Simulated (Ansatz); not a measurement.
Basis-set extrapolation for C3H4BF (`BC1=CC1F`) (PBE0-D4/def2-TZVP geometry, frozen core, Ansatz 0.2.0). Multiplicity 1, RHF reference.

```csv
,def2-TZVPP,def2-QZVPP
HF,-240.042970,-240.053509
MP2 correlation,-0.815226,-0.876076
CCSD(T) correlation,-0.877939,not run
```

Energies in hartree. Use E(X) = E(∞) + A·exp(−7.88·√X) for Hartree–Fock and E(X) = E(∞) + B·X^(−2.97) for correlation, with X = 3 and 4, and add CCSD(T) minus MP2 of the smaller set to the MP2 limit.

Problem. What is the CCSD(T) energy at the basis-set limit?

Solution. HF limit: -240.053509 + (-0.010539) × 0.13774 = -240.05496. MP2 limit: -0.876076 + (-0.060850) × 0.74074 = -0.92115. Higher-order term: -0.877939 − (-0.815226) = -0.06271. Total: -241.03882 hartree, 74.0 kcal/mol below CCSD(T)/def2-TZVPP.
